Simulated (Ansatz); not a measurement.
`C[CH]([GeH3])C#N` and `CCC#N` differ in one atom or group.

Ansatz, PBE0-D4/def2-TZVP geometries, multiplicity 1. 

Scalar relativity is left out up to krypton.

```
                                          property  `C[CH]([GeH3])C#N`
size of the dipole moment (ωB97M-V/def2-TZVPP) / D                4.08
    size of the dipole moment (PBE/def2-TZVPP) / D                4.01
               HOMO–LUMO gap (PBE/def2-TZVPP) / eV                6.52
             HOMO–LUMO gap (B3LYP/def2-TZVPP) / eV                8.11
               LUMO energy (B3LYP/def2-TZVPP) / eV               -0.18
                 LUMO energy (PBE/def2-TZVPP) / eV               -0.76
```

What does the change do to each property? (An estimate is asked.)

Computed: 
```csv
property,`CCC#N`,shift
size of the dipole moment (ωB97M-V/def2-TZVPP) / D,4.10,0.02
size of the dipole moment (PBE/def2-TZVPP) / D,4.03,0.02
HOMO–LUMO gap (PBE/def2-TZVPP) / eV,7.53,1.01
HOMO–LUMO gap (B3LYP/def2-TZVPP) / eV,9.25,1.14
LUMO energy (B3LYP/def2-TZVPP) / eV,0.18,0.36
LUMO energy (PBE/def2-TZVPP) / eV,-0.42,0.34
```

With PBE0 the HOMO falls by 0.82 eV and the LUMO rises by 0.42 eV, so the gap widens by about 1.24 eV. PBE moves the HOMO by -0.67 eV and ωB97M-V by -0.99 eV. Dipoles are sizes alone; their direction can turn.

B3LYP here is the variant with VWN-RPA as its local correlation; programs differ in this.
